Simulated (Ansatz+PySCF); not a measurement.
Values are calculated unless marked as measured or tabulated.
## PySCF 2.14.0 run

```python
from pyscf import gto, scf

mol = gto.M(atom="""
H 0.000000 0.000000 -1.382560
Br 0.000000 0.000000 0.039500
""", basis='def2-svp', charge=0, spin=0)
mf = scf.UHF(mol)
mf.init_guess = 'huckel'
mf.kernel()
while True:  # follow internal instabilities
    mo, _, stable, _ = mf.stability(return_status=True)
    if stable: break
    mf.kernel(mf.make_rdm1(mo, mf.mo_occ))
print(mf.converged, mf.e_tot, mf.spin_square()[0])
```

The script is written out from the run's settings.

The run gave:

- Converged: yes
- Total energy: -2572.68491 hartree
- Spin squared of the determinant: 0.000
